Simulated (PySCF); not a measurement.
Si(H)2(NCO)(OH) (CH₃NO₂Si), SMILES O=C=N[SiH2]O. Geometry: PBE0-D3(BJ)/def2-SVP. Other conformers were not sampled.

Computed equilibrium geometry at PBE0-D3(BJ)/def2-SVP (PySCF confirms it by a frequency run) as a Z-matrix (one conformer of several):
```
Si
O 1 1.6532
H 2 0.9616 1 117.75
N 1 1.7235 2 111.22 3 -65.39
C 4 1.1974 2 146.45 3 -61.18
O 5 1.1675 2 156.41 3 -58.81
H 1 1.4812 2 106.17 3 176.22
H 1 1.4893 7 112.23 2 122.56
```
